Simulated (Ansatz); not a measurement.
Reaction (cleavage of the Ge–Si bond): `N[SiH2][GeH2][SH]` + CH₃OH → `C[O][GeH2][SH]` + `N[SiH3]`

Isolated molecules relaxed with PBE0-D4/def2-TZVP in Ansatz; ΔE leaves out vibrations. CCSD(T)/CBS is the MP2 limit (def2-TZVPP, def2-QZVPP) plus CCSD(T) − MP2 in def2-TZVPP, frozen cores. This one scheme is used for every species. DFT in def2-TZVPP. For Ge outer-core shells are correlated without core-valence functions, which leaves a few kJ/mol of doubt a bond. Scalar relativity is left out up to krypton. One conformer a species, not always the lowest.

```json
{"level": "PBE0-D4", "ΔE (kcal/mol)": "-2.3"}
{"level": "CCSD/CBS(def2)", "ΔE (kcal/mol)": "-5.0"}
```

Question: What does CCSD(T)/CBS give? (An estimate is asked.)

Answer: Computed: -5.0 kcal/mol. The listed levels differ from it by 2.7, 0.0 kcal/mol.

Largest T1 diagnostic among the species: 0.012.

In def2-TZVPP, CCSD(T) changes the Hartree–Fock value by +2.9 kcal/mol (the triples alone add −0.0 kcal/mol) and MP2 by +1.9 kcal/mol.
